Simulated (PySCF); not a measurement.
Coordinates in bohr (charge 0 multiplicity 2):
```
Sn    0.0000    0.0000    0.7444
Cl    4.1662    0.0000   -0.8600
Cl   -2.0831    3.6080   -0.8600
Cl   -2.0831   -3.6080   -0.8600
```

Method: UPBE0/[Sn def2-SVP with ECP28, Cl def2-SVP], scalar-relativistic core potentials, density fitting, no spin–orbit coupling, PySCF.

This geometry of SnCl₃ is a stationary point at this level.

Task: What is the point group?

Result: C3v.

Task: Is it a minimum?

Result: Yes: all harmonic wavenumbers are real.

Task: Which band is strongest in the infrared?

Result: 371 cm⁻¹ (e), 122 km/mol.

Task: What is the atomisation energy, with and without zero-point energy?

Result: 946 kJ/mol without, 937 kJ/mol with.

Only a few start shapes were tried, so a lower isomer may exist. With an element this heavy the missing spin–orbit coupling can shift these numbers.
